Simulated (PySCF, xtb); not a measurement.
C2H4FNSi, SMILES F[C@@H]1N=C[SiH2]1.

xtb with GFN2-xTB at its own geometry gives an orbital gap of 2.55 eV and a dipole moment of 4.52 D.

Geometry: TPSSh-D3(BJ)/def2-SVP. The structure was generated by enumeration; whether it is a known compound was not checked.

**Question.** What does HF/def2-TZVP (PySCF) give? (The exact figures need the calculation; the answer reports its results.)

**Answer.** gap 13.04 eV (levels -10.66 and 2.38 eV), dipole 3.56 D.
